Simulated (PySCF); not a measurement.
## Correlation energy of Si (silicon, neutral)

[Ne] 3s1 3p3, 3s spin antiparallel (an excited configuration). Calculation: PySCF 2.14, in aug-cc-pCVQZ-DK; scalar relativity by spin-free X2C-1e. Frozen: [Ne]; 4 electrons correlated.

MP2 pair energies summed by pair of shells (mhartree):

| pair | energy | share (%) |
| --- | --- | --- |
| 3s-3p | -88.93 | 82.4 |
| 3p-3p | -18.94 | 17.6 |

Total MP2 correlation energy: -107.87 mhartree.

Same-spin part -18.94 and opposite-spin part -88.93 mhartree; SCS-MP2 scales them by 1/3 and 6/5 to -113.03 mhartree.
